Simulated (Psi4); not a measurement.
Cl$_{2}$Zn (SMILES [Cl][Zn][Cl]), singlet, geometry from GFN2-xTB (such geometries of metal compounds can be far from the true shape), atoms displaced at random by about 0.05 Å a coordinate; PBE/STO-3G in Psi4 1.11.

Here is a job for Psi4.
```
memory 2 GB

molecule mol {
0 1
Zn    0.158685    0.379094    0.268932
Cl    1.395836    0.078552   -1.537407
Cl   -1.452509   -0.649038    1.186427
}

set {
  basis sto-3g
  reference rks
}

optimize('pbe')
print_variables()
```

The log (banner, timings and long lists left out):

```
invalid escape sequence '\d'

gradient() will perform analytic gradient computation.

   => Loading Basis Set <=

    Name: STO-3G
    Role: ORBITAL
    Keyword: BASIS

         ---------------------------------------------------------
                                   SCF
               by Justin Turney, Rob Parrish, Andy Simmonett
                          and Daniel G. A. Smith
                              RKS Reference
         ---------------------------------------------------------

  ==> Geometry <==

    Molecular point group: cs
    Full point group: Cs

    Geometry (in Angstrom), charge = 0, multiplicity = 1:

       Center              X                  Y                   Z               Mass
    ------------   -----------------  -----------------  -----------------  -----------------
         ZN          -0.329270507140    -0.274773642144     0.000000000000    63.929142010000
         CL          -0.889717119465     1.862895244334     0.000000000000    34.968852682000
         CL           1.491680849933    -1.360561257315     0.000000000000    34.968852682000

  Running in cs symmetry.

  Rotational constants: A =      0.75190  B =      0.06001  C =      0.05557 [cm^-1]
  Rotational constants: A =  22541.39990  B =   1799.04241  C =   1666.07220 [MHz]
  Nuclear repulsion =  287.578395030600404

  Charge       = 0
  Multiplicity = 1
  Electrons    = 64
  Nalpha       = 32
  Nbeta        = 32

  ==> Algorithm <==

  SCF Algorithm Type is DF.
  DIIS enabled.
  MOM disabled.
  Fractional occupation disabled.
  Guess Type is SAD.
  Energy threshold   = 1.00e-08
  Density threshold  = 1.00e-08
  Integral threshold = 1.00e-12

  ==> Primary Basis <==

  Basis Set: STO-3G
    Blend: STO-3G
    Number of shells: 18
    Number of basis functions: 36
    Number of Cartesian functions: 37
    Spherical Harmonics?: true
    Max angular momentum: 2

  ==> DFT Potential <==

   => LibXC <=

    Version 7.1.2
    S. Lehtola, C. Steigemann, M. J. T. Oliveira, and M. A. L. Marques,  SoftwareX 7, 1–5 (2018) (10.1016/j.softx.2017.11.002)

   => Composite Functional: PBE <=

    PBE GGA Exchange-Correlation Functional

    J.P. Perdew et. al., Phys. Rev. Lett., 77(18), 3865-3868, 1996

    Deriv               =              1
    GGA                 =           TRUE
    Meta                =          FALSE

    Exchange Hybrid     =          FALSE
    MP2 Hybrid          =          FALSE

   => Exchange Functionals <=

    1.0000     XC_GGA_X_PBE

   => Correlation Functionals <=

    1.0000     XC_GGA_C_PBE

   => LibXC Density Thresholds  <==

    XC_GGA_C_PBE:  1.00E-12
    XC_GGA_X_PBE:  1.00E-15

   => Molecular Quadrature <=

    Radial Scheme          =       TREUTLER
    Pruning Scheme         =           NONE
    Nuclear Scheme         =       TREUTLER

    Blocking Scheme        =         OCTREE
    BS radius alpha        =              1
    Pruning alpha          =              1
    Radial Points          =             75
    Spherical Points       =            302
    Total Points           =          59458
    Total Blocks           =            519
    Max Points             =            256
    Max Functions          =             33
    Weights Tolerance      =       1.00E-15

   => Loading Basis Set <=

    Name: (STO-3G AUX)
    Role: JKFIT
    Keyword: DF_BASIS_SCF

  ==> Integral Setup <==

  SCF_SUBTYPE=INCORE selected. In-core MEM_DF algorithm will be used.
  Using in-core AOs.

  ==> MemDFJK: Density-Fitted J/K Matrices <==

    J tasked:                   Yes
    K tasked:                    No
    wK tasked:                   No
    Algorithm:                 Core
    Schwarz Cutoff:           1E-12
    Mask sparsity (%):      11.5741
    Fitting Condition:        1E-10

   => Auxiliary Basis Set <=

  Basis Set: (STO-3G AUX)
    Blend: DEF2-UNIVERSAL-JKFIT
    Number of shells: 134
    Number of basis functions: 520
    Number of Cartesian functions: 687
    Spherical Harmonics?: true
    Max angular momentum: 6

  Minimum eigenvalue in the overlap matrix is 3.3639033045E-01.
  Reciprocal condition number of the overlap matrix is 1.9342317476E-01.
    Using symmetric orthogonalization.

  ==> Pre-Iterations <==

  SCF Guess: Superposition of Atomic Densities via on-the-fly atomic UHF (no occupation information).

   -------------------------
    Irrep   Nso     Nmo
   -------------------------
     A'        27      27
     A"         9       9
   -------------------------
    Total      36      36
   -------------------------

  ==> Iterations <==

                           Total Energy        Delta E     RMS |[F,P]|

   @DF-RKS iter SAD: -2667.18352827973467   -2.66718e+03   0.00000e+00
   @DF-RKS iter   1: -2666.69919359572305    4.84335e-01   3.75287e-02 ADIIS/DIIS
   @DF-RKS iter   2: -2653.19561425858183    1.35036e+01   1.97257e-02 ADIIS/DIIS
   @DF-RKS iter   3: -2661.01295838686383   -7.81734e+00   6.51319e-02 ADIIS/DIIS
   @DF-RKS iter   4: -2666.60460624402685   -5.59165e+00   3.95426e-02 ADIIS/DIIS
   @DF-RKS iter   5: -2662.19872045523653    4.40589e+00   6.91253e-02 ADIIS/DIIS
   @DF-RKS iter   6: -2667.14468517359319   -4.94596e+00   2.93635e-02 ADIIS/DIIS
   @DF-RKS iter   7: -2662.56291717358499    4.58177e+00   6.87489e-02 ADIIS/DIIS
   @DF-RKS iter   8: -2666.73963701248613   -4.17672e+00   3.78501e-02 ADIIS/DIIS
   @DF-RKS iter   9: -2663.78485124584358    2.95479e+00   6.06293e-02 ADIIS/DIIS
   @DF-RKS iter  10: -2665.94132915894215   -2.15648e+00   4.85406e-02 ADIIS/DIIS
   @DF-RKS iter  11: -2664.58966519378464    1.35166e+00   5.92095e-02 ADIIS/DIIS
   @DF-RKS iter  12: -2665.43868422523929   -8.49019e-01   5.40998e-02 ADIIS/DIIS
   @DF-RKS iter  13: -2653.22346555267086    1.22152e+01   2.35417e-02 ADIIS/DIIS
   @DF-RKS iter  14: -2663.87377364497388   -1.06503e+01   6.13164e-02 ADIIS/DIIS
   @DF-RKS iter  15: -2666.62324664188736   -2.74947e+00   3.91624e-02 ADIIS/DIIS
[...]
   @DF-RKS iter  49: -2663.16521263132563    3.87044e+00   7.00051e-02 ADIIS/DIIS
   @DF-RKS iter  50: -2666.82110062478523   -3.65589e+00   3.77854e-02 ADIIS/DIIS
   @DF-RKS iter  51: -2664.83645043483784    1.98465e+00   6.06927e-02 ADIIS/DIIS
   @DF-RKS iter  52: -2667.05477425610661   -2.21832e+00   3.17325e-02 ADIIS/DIIS
   @DF-RKS iter  53: -2664.87802932290197    2.17674e+00   5.96811e-02 ADIIS/DIIS
   @DF-RKS iter  54: -2666.95071425245624   -2.07268e+00   3.34775e-02 ADIIS/DIIS
   @DF-RKS iter  55: -2664.54749996497640    2.40321e+00   6.04173e-02 ADIIS/DIIS
   @DF-RKS iter  56: -2667.01156019937935   -2.46406e+00   3.22820e-02 ADIIS/DIIS
   @DF-RKS iter  57: -2653.22625691334179    1.37853e+01   2.37317e-02 ADIIS/DIIS
   @DF-RKS iter  58: -2664.00009952134997   -1.07738e+01   6.10040e-02 ADIIS/DIIS
   @DF-RKS iter  59: -2666.10596846297767   -2.10587e+00   4.85345e-02 ADIIS/DIIS
   @DF-RKS iter  60: -2665.40964405485056    6.96324e-01   5.58375e-02 ADIIS/DIIS
   @DF-RKS iter  61: -2666.65523315546034   -1.24559e+00   3.91450e-02 ADIIS/DIIS
   @DF-RKS iter  62: -2664.07739819801827    2.57783e+00   6.44062e-02 ADIIS/DIIS
   @DF-RKS iter  63: -2667.02386887295688   -2.94647e+00   3.21631e-02 ADIIS/DIIS
   @DF-RKS iter  64: -2663.73533989960742    3.28853e+00   6.75377e-02 ADIIS/DIIS
   @DF-RKS iter  65: -2667.23127238152392   -3.49593e+00   2.80318e-02 ADIIS/DIIS
   @DF-RKS iter  66: -2664.97935015561416    2.25192e+00   5.84709e-02 ADIIS/DIIS
   @DF-RKS iter  67: -2666.59182384727865   -1.61247e+00   4.00105e-02 ADIIS/DIIS
   @DF-RKS iter  68: -2653.23333081456076    1.33585e+01   2.46464e-02 ADIIS/DIIS
   @DF-RKS iter  69: -2663.17695645921549   -9.94363e+00   6.35388e-02 ADIIS/DIIS
   @DF-RKS iter  70: -2666.60696249872262   -3.43001e+00   3.96457e-02 ADIIS/DIIS
   @DF-RKS iter  71: -2664.13549557988608    2.47147e+00   6.26641e-02 ADIIS/DIIS
   @DF-RKS iter  72: -2666.71485860867460   -2.57936e+00   3.79070e-02 ADIIS/DIIS
   @DF-RKS iter  73: -2664.33842957645948    2.37643e+00   6.03301e-02 ADIIS/DIIS
   @DF-RKS iter  74: -2666.79639806459363   -2.45797e+00   3.64819e-02 ADIIS/DIIS
   @DF-RKS iter  75: -2664.95073581936504    1.84566e+00   5.70611e-02 ADIIS/DIIS
   @DF-RKS iter  76: -2667.10118742035138   -2.15045e+00   3.03039e-02 ADIIS/DIIS
   @DF-RKS iter  77: -2663.87689380155416    3.22429e+00   6.36655e-02 ADIIS/DIIS
   @DF-RKS iter  78: -2666.80980046737386   -2.93291e+00   3.60808e-02 ADIIS/DIIS
   @DF-RKS iter  79: -2653.22458985523735    1.35852e+01   2.36348e-02 ADIIS/DIIS
   @DF-RKS iter  80: -2663.03558354591314   -9.81099e+00   6.19957e-02 ADIIS/DIIS
   @DF-RKS iter  81: -2666.70665127890288   -3.67107e+00   3.77113e-02 ADIIS/DIIS
   @DF-RKS iter  82: -2663.86118180259700    2.84547e+00   6.32116e-02 ADIIS/DIIS
   @DF-RKS iter  83: -2666.53510572661298   -2.67392e+00   4.04169e-02 ADIIS/DIIS
   @DF-RKS iter  84: -2664.31521803658097    2.21989e+00   5.95988e-02 ADIIS/DIIS
   @DF-RKS iter  85: -2666.06819780640535   -1.75298e+00   4.65943e-02 ADIIS/DIIS
   @DF-RKS iter  86: -2664.53107044092849    1.53713e+00   6.04274e-02 ADIIS/DIIS
   @DF-RKS iter  87: -2666.88686974788016   -2.35580e+00   3.45809e-02 ADIIS/DIIS
   @DF-RKS iter  88: -2663.06710508629885    3.81976e+00   6.67043e-02 ADIIS/DIIS
   @DF-RKS iter  89: -2667.11293663745528   -4.04583e+00   3.02952e-02 ADIIS/DIIS
   @DF-RKS iter  90: -2653.23206785517186    1.38809e+01   2.46173e-02 ADIIS/DIIS
   @DF-RKS iter  91: -2663.28875814560206   -1.00567e+01   6.64931e-02 ADIIS/DIIS
   @DF-RKS iter  92: -2666.82139414188669   -3.53264e+00   3.74491e-02 ADIIS/DIIS
   @DF-RKS iter  93: -2665.39486721113144    1.42653e+00   5.45016e-02 ADIIS/DIIS
   @DF-RKS iter  94: -2666.45307756459715   -1.05821e+00   4.30207e-02 ADIIS/DIIS
   @DF-RKS iter  95: -2665.55622267915760    8.96855e-01   5.27768e-02 ADIIS/DIIS
   @DF-RKS iter  96: -2666.30727928259330   -7.51057e-01   4.45935e-02 ADIIS/DIIS
   @DF-RKS iter  97: -2665.55838167193315    7.48898e-01   5.33791e-02 ADIIS/DIIS
   @DF-RKS iter  98: -2666.51362739925980   -9.55246e-01   4.09837e-02 ADIIS/DIIS
   @DF-RKS iter  99: -2665.25379791565638    1.25983e+00   5.63743e-02 ADIIS/DIIS
   @DF-RKS iter 100: -2664.15844969089630    1.09535e+00   6.64795e-02 ADIIS/DIIS

PsiException: Could not converge SCF iterations in 100 iterations.

  Failed to converge.

Traceback (most recent call last):
  File "psi4", line 375, in <module>
  File "<string>", line 24, in <module>
  File "site-packages/psi4/driver/driver.py", line 1258, in optimize
  File "site-packages/psi4/driver/driver.py", line 646, in gradient
  File "site-packages/psi4/driver/procrouting/proc.py", line 96, in select_scf_gradient
  File "site-packages/psi4/driver/procrouting/proc.py", line 2860, in run_scf_gradient
  File "site-packages/psi4/driver/procrouting/proc.py", line 2760, in run_scf
  File "site-packages/psi4/driver/procrouting/proc.py", line 2047, in scf_helper
  File "site-packages/psi4/driver/procrouting/scf_proc/scf_iterator.py", line 93, in scf_compute_energy
  File "site-packages/psi4/driver/procrouting/scf_proc/scf_iterator.py", line 86, in scf_compute_energy
  File "site-packages/psi4/driver/procrouting/scf_proc/scf_iterator.py", line 609, in scf_iterate

psi4.driver.p4util.exceptions.SCFConvergenceError: Could not converge SCF iterations in 100 iterations.

Printing out the relevant lines from the Psithon --> Python processed input file:
    Cl   -1.452509   -0.649038    1.186427
    ""","mol")
    core.IO.set_default_namespace("mol")
    core.set_global_option("BASIS", "sto-3g")
    core.set_global_option("REFERENCE", "rks")
--> optimize('pbe')
    print_variables()

!-------------------------------------------------------!
!                                                       !
!  Could not converge SCF iterations in 100 iterations. !
!                                                       !
!-------------------------------------------------------!
```

The run did not converge; its last values are not results.
